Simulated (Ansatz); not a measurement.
## Relaxing a trial structure of Cl2H2O2Si

The starting geometry of this gas-phase triplet was optimised with GFN2-xTB as a singlet; its bonds are those of `O[Si](O)(Cl)Cl`.

```yaml
atoms:
  - { symbol: Cl, position_ang: [-1.1457, -0.9576, -1.6720] }
  - { symbol: Cl, position_ang: [0.8299, 1.6356, -1.1083] }
  - { symbol: O, position_ang: [-0.8288, 0.3687, 1.0170] }
  - { symbol: O, position_ang: [1.1208, -1.0944, 0.1111] }
  - { symbol: Si, position_ang: [-0.0054, -0.0275, -0.3234] }
  - { symbol: H, position_ang: [-1.5447, 0.9989, 1.0212] }
  - { symbol: H, position_ang: [1.6350, -0.9917, 0.9087] }
```

Question: Predict what it relaxes into with PBE0-D4/def2-SVP.

Answer: It loosens into ClH2O2Si + Cl, which stay close as a complex. Contacts that open: Cl2–Si5 (2.02 → 2.94 Å).

The energy falls by 3.67 eV over 21 steps:

```tsv
step	E − E(last) (eV)
1	3.665
3	1.432
5	0.876
8	0.276
10	0.031
12	0.005
14	0.001
17	0.000
19	0.000
21	0.000
```

Final geometry (Å):

```yaml
atoms:
  - { symbol: Cl, position_ang: [-1.4701, -1.5555, -1.3924] }
  - { symbol: Cl, position_ang: [2.0241, 1.6314, -0.7473] }
  - { symbol: O, position_ang: [-0.9192, 0.2868, 1.0420] }
  - { symbol: O, position_ang: [1.1516, -0.6163, -0.2600] }
  - { symbol: Si, position_ang: [-0.4090, -0.0014, -0.5087] }
  - { symbol: H, position_ang: [-1.7748, 0.7098, 1.1662] }
  - { symbol: H, position_ang: [1.4586, -0.5228, 0.6545] }
```

The end wasn't checked by frequencies. Open shells are spin-unrestricted. The triplet needn't be the ground state. Run with Ansatz 0.2.0, 86 s on 2 threads of Arm Neoverse V2 (shared host).
